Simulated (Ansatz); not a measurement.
A nudged elastic band was laid between two geometries of CH$_{6}$O$_{2}$S$_{2}$Si (12 atoms, charge 0, multiplicity 1).

Method: Ansatz 0.2.0, RKS B3LYP/def2-SVP.

```json
{
 "movable images": "5",
 "climbing image": "yes",
 "spring": "5.0 eV/Å²",
 "optimiser": "quadratic models (default)",
 "start path": "IDPP",
 "force threshold": "0.03 eV/Å",
 "iteration limit": "60",
 "end points": "relaxed"
}
```

Initial state:

```xyz
12
Properties=species:S:1:pos:R:3
O -2.078 0.009 0.041
C -0.980 -0.625 -0.629
Si 0.516 -0.472 0.528
O -0.028 -0.905 2.040
S 1.067 1.646 0.618
S 1.759 1.810 -1.384
H -1.897 0.960 0.056
H -0.815 -0.226 -1.647
H -1.252 -1.688 -0.745
H 1.711 -1.283 0.183
H -0.984 -0.767 2.125
H 3.058 1.487 -1.152
```

Final state:

```xyz
12
Properties=species:S:1:pos:R:3
O -1.699 -1.627 0.123
C -1.036 -0.555 -0.541
Si 0.382 0.041 0.567
O -0.272 0.370 2.075
S 1.346 1.861 -0.160
S 1.962 1.093 -2.043
H -1.944 -1.322 1.009
H -1.722 0.281 -0.795
H -0.657 -0.944 -1.499
H 1.382 -1.030 0.791
H -0.844 1.142 2.160
H 3.179 0.634 -1.653
```

Task: What changes between the two ends?

Result: No bond is made or broken. The dihedral H9–C2–Si3–H10 goes from 53 to -56°.

Task: What energy profile does the band end with?

Result: The forces met the threshold. The highest image is number 3 of 0 to 6, 0.210 eV above the first end and 0.106 eV above the last; the last end lies 0.104 eV above the first. Beside the main top the profile has a ripple of under 15 meV (maxima at images 1, 3), which may be a very shallow well or noise. A vibrational analysis at the climbing image gives 2 clearly imaginary modes (287i, 74i cm⁻¹): a point of higher order, so a lower path passes nearby.

| image | path coordinate (Å) | energy (eV) | dihedral H9–C2–Si3–H10 (°) |
| --- | --- | --- | --- |
| 0 | 0.00 | 0.000 | 53 |
| 1 | 1.59 | 0.061 | 17 |
| 2 | 3.18 | 0.054 | -13 |
| 3 | 4.77 | 0.210 | -55 |
| 4 | 5.14 | 0.175 | -56 |
| 5 | 5.51 | 0.123 | -57 |
| 6 | 5.88 | 0.104 | -56 |

Task: What is the geometry of the highest image?

Result: 
```xyz
12
Properties=species:S:1:pos:R:3
O -1.886 -1.326 -0.018
C -1.077 -0.262 -0.533
Si 0.433 -0.005 0.592
O -0.046 0.358 2.150
S 1.624 1.702 -0.058
S 2.302 0.856 -1.885
H -2.624 -0.948 0.474
H -1.644 0.681 -0.657
H -0.738 -0.545 -1.545
H 1.295 -1.215 0.600
H -0.993 0.380 2.329
H 3.432 0.268 -1.414
```

Time of the run: 9.5 min on 2 threads of Arm Neoverse V2, on a shared host, peak memory 0.33 GiB.
